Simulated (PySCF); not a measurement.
Orbital picture of NaBr⁻

UHF at R = 2.696 Å; Na aug-cc-pVDZ, Br aug-cc-pVDZ-PP with ECP10; scalar-relativistic core potentials (PySCF 2.14). State: ²Σ⁺ (doublet), unpaired electrons σ ↑. Only the outer orbitals are listed, counted within each symmetry, core potentials removing the inner ones.

```
spin  orbital  occ.  ε (eV)  on Na (%)   main shells (%)
   α       3π     1  -37.48        100          100 Na p
   α       3π     1  -37.48        100          100 Na p
   α       6σ     1  -37.46        100          100 Na p
   α       7σ     1  -21.38          0          100 Br s
   α       8σ     1   -6.07          4           96 Br p
   α       4π     1   -5.59          1           99 Br p
   α       4π     1   -5.59          1           99 Br p
   α       9σ     1   -0.84        102  75 Na s, 27 Na p
   α       5π     0    2.09        100          100 Na p
   α       5π     0    2.09        100          100 Na p
   α      10σ     0    2.19         95          100 Na p
   β       3π     1  -37.45        100          100 Na p
   β       3π     1  -37.45        100          100 Na p
   β       6σ     1  -37.40        100          100 Na p
   β       7σ     1  -21.36          0          100 Br s
   β       8σ     1   -6.00          4           96 Br p
   β       4π     1   -5.59          1           99 Br p
   β       4π     1   -5.59          1           99 Br p
   β       5π     0    2.14        100          100 Na p
   β       5π     0    2.14        100          100 Na p
   β       9σ     0    2.19        101           98 Na p
```

Question: Which are the highest filled and the lowest empty level, where do they sit, and how wide is the gap?

Answer: Highest filled α 9σ at -0.84 eV (in %: 75 Na s, 27 Na p); lowest empty α 5π at 2.09 eV (in %: 100 Na p); the gap at UHF is 2.93 eV. An empty level above zero is unbound, and its energy depends on the basis.

The bond order (Mayer) is 0.12. The ⟨S²⟩ is 0.750. The charge on Na (Mulliken, basis-dependent) is -0.12. The charge on Na (Löwdin, basis-dependent) is -0.36. The dipole moment (positive dipole points towards Br; it is taken about the centre of mass and depends on that origin) is 6.92 D.

Shares are Mulliken populations and can fall outside 0 to 100 %.

Spin–orbit coupling is left out. The state was picked by a PBE0 search and need not be the measured ground state.
